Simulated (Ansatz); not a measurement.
Energy needed to pull apart AlHICl (SMILES [Cl][AlH][I]), closed shell, into free ground-state atoms, from the structure below (displaced at random from its PBE0-D4/def2-TZVP minimum); no zero-point or spin–orbit terms; open-shell atoms are treated unrestricted, in their ground-state multiplicity.

Cl1  (-1.935, 0.036, -0.561)
Al2  (0.048, 0.180, -0.041)
I3  (1.203, -1.846, 0.653)
H4  (0.716, 1.482, -0.096)
(Å)

Computed with Ansatz 0.2.0 (basis: def2-TZVPP); correlated methods freeze the cores. Filled d shells of the heavier atoms are correlated. Core potentials replace the inner electrons of the atoms past krypton. The def2 sets are not built for correlating such inner shells, so the correlated values are less sure here.

| method | atomization energy (eV) |
| --- | --- |
| PBE-D4 | 10.66 |
| r2SCAN-D4 | 10.89 |
| PBE0-D4 | ? |
| wB97M-V | ? |
| HF | 8.31 |
| MP2 | 10.89 |
| CCSD | 10.28 |
| CCSD(T) | 10.47 |

(1) What does PBE0-D4 give? (An estimate is asked for; the value comes from the calculation.)

(2) What does wB97M-V give? (Judge from chemistry; the value comes from the calculation.)

The T1 diagnostic stays at or below 0.008.

## Answers

(1) By the calculation: 10.66 eV, which is about 0.18 eV more than CCSD(T)/def2-TZVPP.

(2) The calculation gives: 10.74 eV, which is about 0.26 eV more than CCSD(T)/def2-TZVPP.

In triple zeta the MP2 and coupled-cluster atomization energies are still short of their basis limit by a few kcal/mol a bond, whereas those of the functionals are nearly converged, so these differences are not deviations from converged CCSD(T).

For scale, one of the runs: CCSD(T)/def2-TZVPP forces, 148 basis functions (an equivalent command: `ansatz run in.yaml --threads 2`). Time: 4.1 min of wall clock on 2 CPU threads; the host was shared. Peak host memory: 1.6 GiB.
